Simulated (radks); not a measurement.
Values are calculated unless marked as measured or tabulated.
Task: Pm3+, configuration [Xe] 4f3 7s1 (not the ground configuration). Level of theory: Dirac Kohn-Sham, PBE, spin-unpolarised, spherical densities, point nucleus; open shells are shared between the two j in proportion to 2j + 1 (a radial shooting solver on a logarithmic mesh with Libxc functionals). Some entries of the table are withheld. Estimate them.

| orbital | occ. | eigenvalue (hartree) | <1/r> (bohr^-1) |
|---|---|---|---|
| 1s1/2 | 2 | -1654.686 | 67.44 |
| 2s1/2 | 2 | -270.3427 | 15.99 |
| 2p1/2 | 2 | -256.0702 | 15.97 |
| 2p3/2 | 4 | -235.4856 | 14.29 |
| 3s1/2 | 2 | -60.35571 | 5.803 |
| 3p1/2 | 2 | -54.24261 | (1) |
| 3p3/2 | 4 | -50.10461 | (2) |
| 3d3/2 | 4 | -39.48772 | 5.167 |
| 3d5/2 | 6 | -38.59162 | 5.061 |
| 4s1/2 | 2 | -13.37119 | (3) |
| 4p1/2 | 2 | -11.03994 | 2.321 |
| 4p3/2 | 4 | -10.12537 | 2.181 |
| 4d3/2 | 4 | -6.28559 | 1.969 |
| 4d5/2 | 6 | -6.12099 | 1.934 |
| 5s1/2 | 2 | -2.91930 | (4) |
| 5p1/2 | 2 | -2.24318 | 0.8778 |
| 5p3/2 | 4 | -2.09512 | 0.8314 |
| 4f5/2 | 1.28571 | -1.67365 | 1.462 |
| 4f7/2 | 1.71429 | -1.65220 | 1.450 |
| 7s1/2 | 1 | -0.48983 | 0.2310 |

Result: 
(1) 3p1/2 <1/r> (bohr^-1): 5.717
(2) 3p3/2 <1/r> (bohr^-1): 5.296
(3) 4s1/2 <1/r> (bohr^-1): 2.425
(4) 5s1/2 <1/r> (bohr^-1): 0.9737
